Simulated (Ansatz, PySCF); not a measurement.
Molecule: HO$_{3}$ (charge 0, doublet). It need not be the lowest isomer of its formula. 
Geometry from a B3LYP-D3(BJ)/def2-TZVP (Ansatz, a program for electronic structure) optimisation:
```xyz
4

O      0.2900     0.1010    -1.1274
O      0.3292     0.0866     0.4185
H      1.2118     0.3656    -1.2899
O     -0.7707    -0.2333     0.8701
```
Charge 0, spin multiplicity 2.

Wanted: atomisation energy (electronic, to ground-state atoms), in eV. Correlated levels leave the core frozen unless marked. UHF or UKS for open shells. No spin-orbit coupling. No relativistic terms. The coupled-cluster limit lacks core correlation, which all-electron functionals hold. CBS(X,Y): correlation extrapolated as X^-3; Hartree-Fock from the larger set. The bracket is a focal-point correction in the basis named.

The UHF reference is spin-contaminated (<S^2> 0.39 over the pure value in the largest basis). The T1 diagnostic of CCSD in the largest basis is 0.058, which is high, so the coupled-cluster rows are less sure than usual.

```tsv
level	program	atomisation energy (eV)
PBE-D3(BJ)/def2-TZVPD	Ansatz + dftd3	11.75
PBE0/def2-SVP	Ansatz	(withheld)
BHLYP/def2-TZVPD	Ansatz	(withheld)
TPSSh/def2-TZVPD	PySCF	10.03
M06-2X/def2-TZVPD	PySCF	(withheld)
MN15-D3(BJ)/def2-TZVPD	PySCF + dftd3	10.10
HSE06/def2-TZVPD	Ansatz	10.07
B2PLYP/def2-TZVPD	Ansatz	9.84
SCS-MP2/6-31G	Ansatz	4.92
SCS-MP2/6-31G*	Ansatz	7.51
SCS-MP2/aug-cc-pVTZ	Ansatz	8.80
SCS-MP2/cc-pVTZ	Ansatz	8.63
CCSD/STO-3G	Ansatz	6.98
CCSD/6-31G	Ansatz	5.58
RI-MP2/CBS(aug-cc-pVTZ,aug-cc-pVQZ)+[CCSD(T)-MP2]/aug-cc-pVTZ	Ansatz	(withheld)
```

Question: Some entries are withheld; supply them.

Answer: 
- PBE0/def2-SVP, atomisation energy (eV): 10.04
- BHLYP/def2-TZVPD, atomisation energy (eV): 8.17
- M06-2X/def2-TZVPD, atomisation energy (eV): 9.82
- RI-MP2/CBS(aug-cc-pVTZ,aug-cc-pVQZ)+[CCSD(T)-MP2]/aug-cc-pVTZ, atomisation energy (eV): 9.97
